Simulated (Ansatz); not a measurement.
BH$_{9}$OSi$_{3}$, SMILES `O[SiH2]B([SiH3])[SiH3]`, relaxed with RKS PBE-D4/def2-SVP in the Gaussian-basis code of Ansatz from a rough embedded geometry. The force threshold is 0.03 eV/Å; the program also tests the step.

Total charge 0; spin multiplicity 1.

Start:

```xyz
14

O     0.170   -0.901   -2.564
Si    0.768   -1.209   -1.057
B    -0.014    0.021    0.206
Si   -1.358    1.344   -0.287
Si    0.463   -0.103    2.112
H     0.554   -0.013   -2.887
H     0.413   -2.598   -0.660
H     2.190   -1.037   -1.020
H    -2.482    0.636   -0.973
H    -1.760    2.107    0.815
H    -0.667    2.212   -1.337
H     1.416   -1.221    2.297
H    -0.742   -0.380    2.847
H     1.050    1.140    2.508
```

How much energy does the relaxation release, and in how many steps? (An estimate is asked.)

Ansatz gave: 62.08 kJ/mol, in 18 steps, 1 of them rejected.

Which bonds change most? (Estimate.)

Computed: Si4–H10 from 1.399 to 1.506 Å; Si2–H8 from 1.432 to 1.519 Å; Si5–H14 from 1.431 to 1.515 Å; Si2–B3 from 1.929 to 2.004 Å.

Give the relaxed structure. (Estimate.)

Ansatz gave: 
```xyz
14

O     0.372   -0.851   -2.724
Si    0.894   -1.128   -1.140
B    -0.005   -0.012    0.261
Si   -1.350    1.348   -0.348
Si    0.399   -0.236    2.214
H     0.349    0.088   -2.981
H     0.631   -2.589   -0.895
H     2.388   -0.900   -0.985
H    -2.612    0.534   -0.545
H    -1.664    2.467    0.610
H    -1.015    1.958   -1.690
H     1.076   -1.526    2.600
H    -0.817   -0.051    3.088
H     1.352    0.898    2.533
```
